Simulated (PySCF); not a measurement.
## Radial density of P (phosphorus, neutral)

TPSS, [Ne] 3s2 3p2 3d1, one real determinant (an excited configuration). All numbers are calculated (PySCF 2.14, the spin-free X2C one-electron Hamiltonian (Gaussian nucleus), in aug-cc-pVQZ-DK (7s6p4d3f2g, 84 functions)).

```tsv
r (bohr)	4πr²ρ (e/bohr)	4πr²(ρα − ρβ)
0.00163	0.08366	0.0000
0.00275	0.2193	0.0000
0.00462	0.5657	0.0000
0.00777	1.412	0.0000
0.0131	3.326	0.0000
0.0220	7.081	0.0002
0.0370	12.66	0.0016
0.0622	16.95	0.0092
0.105	14.81	0.0410
0.176	10.74	0.1240
0.296	14.73	0.1934
0.498	13.46	0.0613
0.838	3.933	0.1245
1.41	2.372	0.9594
2.37	1.588	0.9206
3.99	0.3785	0.3343
6.71	0.1029	0.1027
11.3	0.0001559	0.0002
```

Densities and radii are taken from the X2C orbitals without a picture-change correction, which distorts them close to the nucleus.

⟨L²⟩ = 7.93 against 12 for a pure F term, so this real determinant mixes terms. The outer electron is Rydberg-like, and this basis confines it to a smaller radius and binds it less than a complete one would. At TPSS the highest occupied level has a positive energy, so only the finite basis holds that electron; for this excited configuration the basis is too tight for the outer shell.
